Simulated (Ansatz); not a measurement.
Ansatz (a first-principles code) input (CCSD(T)/def2-SVPD):

Ansatz 0.2 input:
```yaml
crystal:
  periodic: [false, false, false]
  atoms:
    - {symbol: Be, position_ang: [-0.46050688, 0.43378722, 0.14030221]}
    - {symbol: Br, position_ang: [0.94825636, -0.85340450, -0.31289798]}
    - {symbol: S, position_ang: [-1.81264703, 1.70192994, 0.55559656]}
    - {symbol: H, position_ang: [-2.34459255, 0.90312952, 1.50067542]}
basis:
  gaussian:
    orbitals: def2-SVPD
magnetization: {spin_polarized: false}
correlation: {method: ccsd_t, electrons: outside_noble_gas}
output: {forces: true}
```

Output:

```
Functional definition: HF
integrals: 0.09 GiB planned
873 factors; integrals over basis functions are off by at most 1.2e-3 eV
mean field: 0.35 GiB planned
mean field evaluation 1: about -81220.2327 eV, gradient 1.5e1 eV
mean field evaluation 2: about -81220.3781 eV, gradient 1.6e1 eV
mean field evaluation 4: about -81221.5367 eV, gradient 1.8e0 eV
mean field evaluation 8: about -81221.5661 eV, gradient 1.6e-1 eV
mean field evaluation 16: about -81221.5663 eV, gradient 1.2e-6 eV
mean field -81221.56628095 eV, -2984.8375068698 hartree, gradient 1.2e-6 eV, S^2 0.000000; 0 other end points of the search recorded, 0 dependent functions left out
20 core orbitals not correlated
reference -81221.56628095 eV, -2984.8375068698 hartree; 8, 8 occupied and 60, 60 virtual orbitals, 873 factors
densities: 0.26 GiB planned
second order -7.94010101 eV of doubles, -0.00000000 eV of singles
coupled cluster: 0.20 GiB planned
cycle   1  -8.52503291 eV  change   -5.8e-1 eV  update   6.1e-2
cycle   2  -8.71200631 eV  change   -1.9e-1 eV  update   1.9e-2
cycle   3  -8.73703194 eV  change   -2.5e-2 eV  update   7.3e-3
cycle   4  -8.73536056 eV  change    1.7e-3 eV  update   1.9e-3
cycle   5  -8.73449385 eV  change    8.7e-4 eV  update   5.7e-4
cycle   6  -8.73440496 eV  change    8.9e-5 eV  update   1.6e-4
cycle   7  -8.73443025 eV  change   -2.5e-5 eV  update   5.1e-5
cycle   8  -8.73443974 eV  change   -9.5e-6 eV  update   1.7e-5
cycle   9  -8.73443760 eV  change    2.1e-6 eV  update   5.5e-6
perturbative correction -0.26252346 eV, -0.0096475593 hartree
the calculation of the forces begins
Total energy: -81230.56324201 eV, -2985.1681390905 hartree
Atom 0 at    -0.460507     0.433787     0.140302 Å, force     0.072327    -0.058498    -0.027838 eV/Å
Atom 1 at     0.948256    -0.853405    -0.312898 Å, force     0.309967    -0.277161    -0.103365 eV/Å
Atom 2 at    -1.812647     1.701930     0.555597 Å, force    -0.275854     0.421275    -0.013194 eV/Å
Atom 3 at    -2.344593     0.903130     1.500675 Å, force    -0.106439    -0.085615     0.144397 eV/Å
Dipole moment:    -0.091436    -0.053168     0.111767 e Å
```
